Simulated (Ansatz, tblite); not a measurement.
Removing an electron: (Cl)3Ti-S-SiH3 (TiSiH₃SCl₃). Charge 0, multiplicity 1. Geometry: PBE-D4/def2-SVP. Ansatz, gas phase; energy differences of separate SCF runs; the oxidised species was run as a doublet alone.

Cartesian coordinates in Å:
```
Ti 0.262 0.389 -1.546
Cl 1.012 2.374 -1.023
Cl 1.798 -1.117 -1.139
Cl -0.424 0.326 -3.606
S -1.534 -0.110 -0.281
Si -0.442 -0.419 1.585
H -1.398 -0.056 2.684
H -0.037 -1.860 1.683
H 0.763 0.473 1.642
```

The xTB rows come from tblite. Correlated methods freeze 30 core orbitals; core or outer-core shells of Ti are correlated, in sets that lack core-valence functions. The rows differ in basis, and correlated rows in double-zeta sets carry the largest basis error.

(1) Estimate orbital energies and vertical ionisation energies at: GFN1-xTB; GFN2-xTB; HF/def2-SVP; PBE-D4/def2-TZVP; PBE0-D4/def2-TZVP; CAM-B3LYP-D4/def2-TZVP; MP2/def2-SVP; CCSD/def2-SVP; CCSD(T)/def2-SVP.

Results:

(1) 
| level | −HOMO (eV) | vertical IE (eV) | −LUMO (eV) | HOMO–LUMO gap (eV) |
| --- | --- | --- | --- | --- |
| GFN1-xTB | 12.45 | 14.96 | 10.55 | 1.90 |
| GFN2-xTB | 11.21 | 13.82 | 9.45 | 1.76 |
| HF/def2-SVP | – | 9.35 | – | – |
| PBE-D4/def2-TZVP | 7.04 | 9.63 | 4.43 | 2.61 |
| PBE0-D4/def2-TZVP | 8.22 | 9.89 | 3.60 | 4.62 |
| CAM-B3LYP-D4/def2-TZVP | 9.46 | 9.99 | 2.54 | 6.92 |
| MP2/def2-SVP | – | 9.83 | – | – |
| CCSD/def2-SVP | – | 9.74 | – | – |
| CCSD(T)/def2-SVP | – | 9.64 | – | – |

Relaxing the oxidised species (PBE-D4/def2-SVP) changes its energy by -0.26 eV at PBE-D4/def2-TZVP, so the adiabatic ionisation energy to this nearest minimum is 9.37 eV. At PBE0-D4/def2-TZVP it is 9.53 eV.    Raw xTB energy differences between charge states are shifted by several eV; the methods need an empirical correction for them.
